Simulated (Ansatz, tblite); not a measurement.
Removing and adding an electron: the cluster Na₄O₂. Charge 0, multiplicity 1. Geometry: r2SCAN-D4/def2-SVP. Ansatz, gas phase; energy differences of separate SCF runs; the oxidised species was run as a doublet alone; the reduced species was run as a doublet alone.

```xyz
6

Na   -2.740    2.341   -0.809
Na    2.748   -2.334    0.803
Na   -0.227   -0.651   -1.115
Na    0.222    0.647    1.119
O    -1.259    1.065   -0.366
O     1.256   -1.068    0.368
```

The xTB rows come from tblite. Correlated methods freeze 6 core orbitals; core or outer-core shells of Na are correlated, in sets that lack core-valence functions. The rows differ in basis, and correlated rows in double-zeta sets carry the largest basis error. HOMO above LUMO, or a gap near zero within one spin, warns that the state may not be the lowest or that an electron is smeared out. The structure comes from a short search, and lower isomers may exist.

**Question.** Estimate orbital energies and vertical ionisation energies and electron affinities at: GFN1-xTB; GFN2-xTB; HF/def2-SVP; PBE-D4/def2-TZVP; PBE-D4/def2-TZVPD; r2SCAN-D4/def2-TZVP; r2SCAN-D4/def2-TZVPD; PBE0-D4/def2-TZVP; PBE0-D4/def2-TZVPD; MP2/def2-SVP; CCSD/def2-SVP; CCSD(T)/def2-SVP.

**Answer.** 
```
               level  −HOMO (eV)  vertical IE (eV)  −LUMO (eV)  vertical EA (eV)  HOMO–LUMO gap (eV)  IE − EA (eV)                                                                   remarks
            GFN1-xTB        7.18              9.62        4.91              3.16                2.28          6.46                                                                         –
            GFN2-xTB        6.35              9.08        6.27              3.62                0.09          5.47                                                                         –
         HF/def2-SVP           –              2.42           –                 –                   –             –                                                                         –
    PBE-D4/def2-TZVP        2.45              4.63        1.48                 –                0.97             –                                                                         –
   PBE-D4/def2-TZVPD        2.45                 –        1.47              0.50                0.98             –  HOMO above zero (-1 doublet), gap within one spin near zero (-1 doublet)
 r2SCAN-D4/def2-TZVP        2.36              4.37        1.03                 –                1.33             –                                                                         –
r2SCAN-D4/def2-TZVPD        2.37                 –        1.01              0.41                1.36             –  HOMO above zero (-1 doublet), gap within one spin near zero (-1 doublet)
   PBE0-D4/def2-TZVP        3.32              4.49        0.88                 –                2.45             –                                                                         –
  PBE0-D4/def2-TZVPD        3.33                 –        0.88              0.32                2.45             –                                              HOMO above zero (-1 doublet)
        MP2/def2-SVP           –              4.99           –                 –                   –             –                                                                         –
       CCSD/def2-SVP           –              4.31           –                 –                   –             –                                                large T1 (0.031) (singlet)
    CCSD(T)/def2-SVP           –              4.59           –                 –                   –             –                                                large T1 (0.031) (singlet)
```

Relaxing the reduced species (r2SCAN-D4/def2-SVPD) changes its energy by -0.02 eV at PBE-D4/def2-TZVPD, so the adiabatic electron affinity to this nearest minimum is 0.52 eV. At PBE0-D4/def2-TZVPD that geometry lies 0.00 eV above the vertical one, so it gives no adiabatic value. The highest occupied level of the relaxed charge -1 doublet lies above zero (up to 0.55 eV). By energy differences its removal costs 0.52 eV (each at its own geometry, to the charge 0 singlet, at PBE-D4/def2-TZVPD); the vertical value is larger still, so the positive level points to self-interaction error. The gap within one spin of the relaxed charge -1 doublet nearly closes, so an electron or hole may be smeared out by delocalisation error.     A HOMO above zero means that the electron is unbound at that level or that self-interaction error raises the level; the energy of removing that electron tells which. Raw xTB energy differences between charge states are shifted by several eV; the methods need an empirical correction for them.
